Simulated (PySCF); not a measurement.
Mo⁺ (molybdenum, charge +1) across methods

[Kr] 4d4 5s1, high-spin 6D determinant (an excited configuration). Calculation: PySCF 2.14, in x2c-TZVPPall with one added diffuse shell each of s, p, d, f type (9s7p7d3f1g, 95 functions); scalar relativity by spin-free X2C-1e.

```tsv
method	E (hartree)	mean ε 4p β (eV)	mean ε 4d α (eV)	mean ε 5s α (eV)	Σ⟨r²⟩ (bohr²)	⟨S²⟩
PBE	-4047.64	-46.568	-13.878	-11.676	43.28	8.751
r2SCAN	-4048.04	-47.307	-14.275	-11.918	43.06	8.752
PBEsol	-4045.39	-46.610	-13.868	-11.744	43.20	8.751
CAM-B3LYP	-4048.24	-50.398	-16.597	-13.322	43.21	8.751
LC-wPBE	-4047.63	-51.600	-18.152	-14.320	42.98	8.752
PBE0	-4047.71	-48.890	-15.417	-12.320	43.13	8.751
LDA	-4043.28	-46.875	-13.926	-11.941	43.25	8.750
```

**Question.** Estimate the same row for UHF.

**Answer.** E (hartree) = -4045.91140; mean ε 4p β (eV) = -54.558; mean ε 4d α (eV) = -19.391; mean ε 5s α (eV) = -13.860; Σ⟨r²⟩ (bohr²) = 43.52; ⟨S²⟩ = 8.754.
